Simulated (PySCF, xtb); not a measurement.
1-methyl-2,5-dihydropyrrole (C5H9N), SMILES CN1CC=CC1.

GFN2-xTB (xtb) at its own geometry gives an orbital gap of 3.72 eV and a dipole moment of 0.97 D.

Coordinates come from a B3LYP-D3(BJ)/def2-SVP optimisation. The values are those of a single conformer.

Q: What does PBE/def2-TZVP run with PySCF give? (An estimate is asked for; the answer gives what the named calculation found.)

A: gap 3.90 eV (levels -4.53 and -0.63 eV), dipole 0.43 D.
